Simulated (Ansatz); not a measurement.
`CC(C)=N[SiH3]`, charge 0, multiplicity 1.

Q: Give a relaxed structure at PBE0-D4/def2-TZVP (Ansatz 0.2.0). (Estimate.)

A: Computed: 
```xyz
14

C    -0.493   -1.761    0.921
C    -0.131   -0.474    0.247
C    -0.493    0.787    0.994
N     0.444   -0.487   -0.882
Si    0.933    0.892   -1.810
H    -0.011   -1.822    1.903
H    -1.572   -1.800    1.103
H    -0.192   -2.610    0.310
H    -0.986    0.587    1.946
H    -1.156    1.404    0.381
H     0.408    1.376    1.186
H     1.876    1.768   -1.053
H    -0.241    1.723   -2.210
H     1.616    0.417   -3.037
```
Point group Cs.
This is one stationary point; other conformers may exist.
